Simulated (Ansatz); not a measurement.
Computed with Ansatz on PBE0-D4/def2-TZVP structures; ΔE is electronic, products minus reactants. CCSD(T)/CBS is the MP2 limit (def2-TZVPP, def2-QZVPP) plus CCSD(T) − MP2 in def2-TZVPP, frozen cores. This one scheme is used for every species. Functionals use def2-TZVPP. B3LYP here is the variant with VWN-RPA as its local correlation; programs differ in this. def2 core potentials past Kr. For Zr outer-core shells are correlated without core-valence functions, which leaves a few kJ/mol of doubt a bond. One conformer a species, not always the lowest.

Reaction (ligand exchange at a Zr–C bond): `[CH3][Zr]([NH2])([OH])[F]` + CH₃OH → `C[O][Zr]([NH2])([OH])[F]` + CH₄

| level | ΔE (kJ/mol) | difference from CCSD(T)/CBS |
| --- | --- | --- |
| PBE-D4 | -181.8 | 2.9 |
| r2SCAN-D4 | -188.9 | -4.2 |
| PBE0-D4 | -181.9 | 2.8 |
| B2PLYP | -193.4 | -8.7 |
| PBE | -181.2 | 3.5 |
| r2SCAN | -188.6 | -3.9 |
| B3LYP | -190.7 | -6.0 |
| MP2/def2-TZVPP | -192.3 | -7.6 |
| SCS-MP2/def2-TZVPP | -193.1 | -8.4 |
| CCSD/def2-TZVPP | -187.3 | -2.6 |
| CCSD(T)/def2-TZVPP | -187.5 | -2.8 |
| MP2/def2-QZVPP | -190.7 | -6.0 |
| SCS-MP2/def2-QZVPP | -191.5 | -6.8 |
| HF/CBS(def2) | -196.8 | -12.1 |
| MP2/CBS(def2) | -189.5 | -4.8 |
| CCSD/CBS(def2) | -184.5 | 0.2 |
| CCSD(T)/CBS | -184.7 | 0 |

Largest T1 diagnostic among the species: 0.016.

In def2-TZVPP, CCSD(T) changes the Hartree–Fock value by +9.2 kJ/mol (the triples alone add −0.2 kJ/mol) and MP2 by +4.4 kJ/mol.
